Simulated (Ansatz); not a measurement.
`C#C[Se]BF` + H₂ → `FB[SeH]` + `C#C` at 700 K and 1 bar (hydrogenolysis of the Se–C bond).

Computed with Ansatz on PBE0-D4/def2-TZVP structures; ΔE is electronic, products minus reactants. CBS: MP2 limit from def2 TZ/QZ plus the TZ coupled-cluster correction, frozen cores. This one scheme is used for every species. For Se outer-core shells are correlated without core-valence functions, which leaves a few kJ/mol of doubt a bond. Scalar relativity is left out up to krypton. One conformer a species, not always the lowest.

```json
{"species": "`C#C[Se]BF`", "CCSD(T)/CBS energy (Eh)": "-2602.59174", "H − E (kJ/mol)": "154.1", "S (J/(mol·K))": "422.4"}
{"species": "H₂", "CCSD(T)/CBS energy (Eh)": "-1.17544", "H − E (kJ/mol)": "46.8", "S (J/(mol·K))": "155.3"}
{"species": "`FB[SeH]`", "CCSD(T)/CBS energy (Eh)": "-2526.56401", "H − E (kJ/mol)": "104.1", "S (J/(mol·K))": "341.8"}
{"species": "`C#C`", "CCSD(T)/CBS energy (Eh)": "-77.22717", "H − E (kJ/mol)": "102.1", "S (J/(mol·K))": "244.4"}
```

H − E and S are ideal-gas, rigid-rotor, harmonic terms from PBE0-D4/def2-TZVP, for one conformer and one mirror image of each species. For small species the MP2-based limit differs from directly extrapolated CCSD(T) by up to some mEh (0.8 for H₂); such offsets cancel only in part. 1 Eh = 2625.50 kJ/mol, R = 8.31446 J/(mol·K).

Q: By hand: ΔE, ΔH, ΔS and ΔG.

A: ΔE = (-2526.56401) + (-77.22717) − (-2602.59174) − (-1.17544) = -0.02400 Eh = -63.0 kJ/mol. Δ(H − E) = 104.1 + 102.1 − 154.1 − 46.8 = 5.3, so ΔH = -57.7 kJ/mol. ΔS = 341.8 + 244.4 − 422.4 − 155.3 = 8.5 J/(mol·K). ΔG = -57.7 − 700 × (8.5)/1000 = -63.7 kJ/mol.

Q: By hand: the equilibrium constant, and the temperature at which ΔG would vanish if ΔH and ΔS stayed fixed.

A: log₁₀ K = −ΔG/(RT ln 10) = 4.8. ΔH and −TΔS have one sign here, so there is no such temperature.

The number of gas molecules stays the same, so ΔS is small and ΔH decides. A doubt of 5 kJ/mol in ΔE shifts log₁₀ K by 0.4 here. Other conformers and mirror images would add mixing entropy, several J/(mol·K) or more a flexible species. These are equilibria of isolated gas molecules and say nothing of rates. Largest T1 diagnostic: 0.013 (customary marks: 0.02 for closed shells, 0.045 for open ones).

ΔS is within the doubt of such terms, so its sign, and with it that verdict, could turn.
